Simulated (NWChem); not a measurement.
# PbH2S, singlet; SMILES [SH][PbH]

```xyz
4

Pb     0.0140     0.4323     0.0000
H     -1.8384     0.4340     0.0000
S     -0.0386    -2.1022     0.0000
H      1.3057    -2.2460     0.0000
```
Atoms are numbered in this order, from 1.

All runs: NWChem. Low-valent species are run as closed-shell singlets; no triplet was tried in these runs. All runs use the structure optimised with PBE0/def2-SVP. def2 effective core potentials on Pb; no spin-orbit coupling. Ions are spin-unrestricted doublets at the neutral geometry; other ion states weren't tried. Functional: LC-ωPBE (HJS hole) with def2-SVP; rows give the range parameter ω in 1/bohr.

For range parameter (1/bohr) 0.60:

* **−ε(HOMO) (eV)**: 9.73

Estimate the same quantities for range parameter (1/bohr) 0.35.


| Item | Result |
|---|---|
| −ε(HOMO) (eV) | 9.12 |
